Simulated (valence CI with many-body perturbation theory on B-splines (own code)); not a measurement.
## Questions on Pr9+

Level of theory: configuration interaction combined with many-body perturbation theory (CI+MBPT): four valence electrons over a frozen Dirac-Fock core [Kr] 4d10, a basis of 8 s, 8 p, 9 d, 9 f, 6 g, 3 h, 2 i functions for each j, with the one-electron correlation potential Σ1 (screened to all orders), the two-electron term Σ2, the three-electron term Σ3, Breit, model QED; selected single and double excitations, second order for the rest, scaled by the run's own slope (own B-spline code, finite nucleus).

No measured spectrum was set against this ion. As an estimate, terms of the open shell hold to a few per cent of their energy, and close levels can change places; configurations with another count of f electrons can be misplaced by thousands of cm⁻¹. Core correlation moves these levels by up to 49000 cm⁻¹, and in measured spectra 5 to 20 % of such shifts remained as error; rates that hang on mixing are uncertain with them.

Levels are named by their leading jj configuration (3d3/2^4 stands for four electrons in 3d with j = 3/2), which in mixed levels can hold well under half, so a name can repeat and another be missing.

Rates and lifetimes use the calculated energies. Strong lines usually hold to 10 to 20 %, long lifetimes can be off by a factor of two.

(1) What is the ground level?

(2) What are the static dipole polarisabilities of the lowest levels?

(3) Among levels below 222450 cm⁻¹, which E1 lines absorb most strongly from the ground level?

(4) Where does the other parity begin?

(5) What is the ionisation energy?

Results:

(1) (5s^2 5p1/2^2) J=0, composition 80 % 5s2 5p2 3P + 17 % 5s2 5p2 1S.

(2) (5s^2 5p1/2^2) J=0 2.35; (4f5/2 5s^2 5p1/2) J=3 2.37 (tensor -0.033); (4f5/2 5s^2 5p1/2) J=2 2.36 (tensor 0.060); (4f7/2 5s^2 5p1/2) J=3 2.37 (tensor -0.032) bohr³, of which the core gives 0.364.

(3) to (5s 5p1/2^2 5p3/2) J=1 at 50.95 nm, f = 0.232; to (4f7/2 5s 5p1/2 5p3/2) J=1 at 46.71 nm, f = 0.0783; to (4f5/2 5s 5p1/2 5p3/2) J=1 at 52.55 nm, f = 0.0604.

(4) At (4f5/2 5s 5p1/2^2) J=2, 164790 cm⁻¹.

(5) 146.64 eV; NIST lists 148 ± 7 eV (theoretical).
